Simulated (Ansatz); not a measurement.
C3H5ClOSi, SMILES C=C=C(Cl)[SiH2]O.

Coordinates come from a B3LYP-D3(BJ)/def2-SVP optimisation. This is a generated structure with no PubChem entry under its InChIKey; it may be hypothetical. The values are those of a single conformer.

Two levels are set side by side: PBE/def2-SVPD (Ansatz, a quantum-chemistry and plane-wave program) and CAM-B3LYP/def2-SVPD (Ansatz). Energy differences of separate SCF runs at the same geometry; the states with an electron removed or added have multiplicity 2 and 2. Differences are taken from unrounded values.

```csv
quantity,CAM-B3LYP
vertical ionisation energy (eV),9.67
vertical singlet–triplet gap (eV),4.25
```

**Question.** What does PBE give, and how far is it from CAM-B3LYP? (The exact figures need the calculation; the answer reports its results.)

**Answer.** 
| quantity | PBE | PBE minus CAM-B3LYP |
|---|---|---|
| vertical ionisation energy (eV) | 9.26 | -0.41 |
| vertical singlet–triplet gap (eV) | 4.03 | -0.22 |
